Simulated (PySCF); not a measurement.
Compound: C₂H₁₀OSi₂.
SMILES with atom numbers: `[OH:1][SiH2:2][CH2:3][CH2:4][SiH3:5]` (hydrogens: H6 on O1; H7, H8 on Si2; H9, H10 on C3; H11, H12 on C4; H13, H14, H15 on Si5)

Structure used (PBE0-D3(BJ)/def2-SVP), in Å, numbered top down from 1:
```xyz
15
C2H10OSi2 angstrom
O      2.198   -0.400    1.131
Si     1.959   -0.082   -0.492
C      0.188    0.506   -0.638
C     -0.827   -0.513   -0.104
Si    -2.613    0.090   -0.164
H      3.043   -0.782    1.383
H      2.168   -1.322   -1.310
H      2.914    0.962   -0.988
H      0.109    1.462   -0.092
H     -0.010    0.748   -1.698
H     -0.765   -1.458   -0.672
H     -0.585   -0.776    0.940
H     -3.553   -0.951    0.358
H     -3.001    0.417   -1.573
H     -2.770    1.330    0.659
```

Method: PBE0-D3(BJ)/def2-SVP geometry optimisation, gas phase in PySCF.

Take the most abundant isotopes and a rigid rotor. The values belong to one conformer with, in the numbering `[OH:1][SiH2:2][CH2:3][CH2:4][SiH3:5]`, H–O1–Si2–C3 175°, O1–Si2–C3–C4 -58°, Si2–C3–C4–Si5 177°.

Q: What are A, B and C (MHz)?

A: Ia = 61.29, Ib = 454.73, Ic = 485.94 u·Å²; 505379 MHz·u·Å²/I gives A = 8246, B = 1111, C = 1040 MHz.

Q: What kind of rotor is it?

A: A near-prolate asymmetric top; Ray's κ = -0.980.

Q: What does the inertial defect say?

A: Not planar: Δ = Ic − Ia − Ib = -30.09 u·Å². For a rigid frame Δ = −2 Σ m c², so Σ m c² = 15.04 u·Å² lies off the ab plane: 10.32 from hydrogen and 4.73 from heavier atoms. The atom farthest from that plane is 1.57 Å away.

Q: Give the other two planar moments, Paa and Pbb, and the rms extents of the mass along the axes.

A: Paa = Σ m a² = (Ib + Ic − Ia)/2 = 439.69 and Pbb = Σ m b² = (Ia + Ic − Ib)/2 = 46.25 u·Å². With the mass M = 106.03 u, the rms extents √(P/M) along a, b and c are 2.04, 0.66, 0.38 Å.

Q: Which lines would a microwave search look for?

A: The dipole components are |μa| = 1.48 D, |μb| = 0.01 D, |μc| = 0.50 D. The squared components, which scale the intensities, stand as 1.00 : 0.00 : 0.12 (a : b : c). Some lines, for components of 0.1 D or more:

```json
{"type": "a", "branch": "R", "J(Ka,Kc)": "1(0,1) ← 0(0,0)", "MHz": "2151", "lower level (cm⁻¹)": "0.000"}
{"type": "a", "branch": "R", "J(Ka,Kc)": "2(1,2) ← 1(1,1)", "MHz": "4231", "lower level (cm⁻¹)": "0.310"}
{"type": "a", "branch": "R", "J(Ka,Kc)": "2(0,2) ← 1(0,1)", "MHz": "4302", "lower level (cm⁻¹)": "0.072"}
{"type": "a", "branch": "R", "J(Ka,Kc)": "2(1,1) ← 1(1,0)", "MHz": "4374", "lower level (cm⁻¹)": "0.312"}
{"type": "c", "branch": "Q", "J(Ka,Kc)": "2(1,2) ← 2(0,2)", "MHz": "7063", "lower level (cm⁻¹)": "0.215"}
{"type": "c", "branch": "Q", "J(Ka,Kc)": "1(1,1) ← 1(0,1)", "MHz": "7134", "lower level (cm⁻¹)": "0.072"}
{"type": "c", "branch": "R", "J(Ka,Kc)": "1(1,0) ← 0(0,0)", "MHz": "9357", "lower level (cm⁻¹)": "0.000"}
{"type": "c", "branch": "R", "J(Ka,Kc)": "2(1,1) ← 1(0,1)", "MHz": "11580", "lower level (cm⁻¹)": "0.072"}
{"type": "c", "branch": "Q", "J(Ka,Kc)": "2(2,1) ← 2(1,1)", "MHz": "21403", "lower level (cm⁻¹)": "0.458"}
{"type": "c", "branch": "R", "J(Ka,Kc)": "2(2,0) ← 1(1,0)", "MHz": "25777", "lower level (cm⁻¹)": "0.312"}
{"type": "c", "branch": "R", "J(Ka,Kc)": "2(2,1) ← 1(1,1)", "MHz": "25848", "lower level (cm⁻¹)": "0.310"}
```

Whether it is a minimum is left open (no frequencies). These are rigid-rotor constants of the computed structure; measured ground-state constants (B0) also hold zero-point vibration. A rigid rotor knows nothing of internal rotation, which can split or shift real lines.
